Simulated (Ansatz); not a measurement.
Potential energy curve for C2H9AlO4Si, SMILES [Al]([CH3])([CH3])[O][Si](O)(O)O. The Al1–C14 bond (Al1 also carries C, O; C14 carries H, H, H) is stretched with both fragments frozen at the PBE0/def2-SVP optimised geometry.

Method: unrestricted PBE0/def2-SVP run with Ansatz (a program for electronic structure).

Relative to R = 1.95 Å, what are the energies at R = 2.38, 2.60, 2.82, 3.23 Å?

18.7 kcal/mol at 2.38 Å, 33.6 kcal/mol at 2.60 Å, 48.3 kcal/mol at 2.82 Å, 72.2 kcal/mol at 3.23 Å.

The unrestricted determinant behind UKS-PBE0 is spin-contaminated at 3.23 to 5.71 Å (<S²> up to 1.0, against 0.00 for a pure singlet).
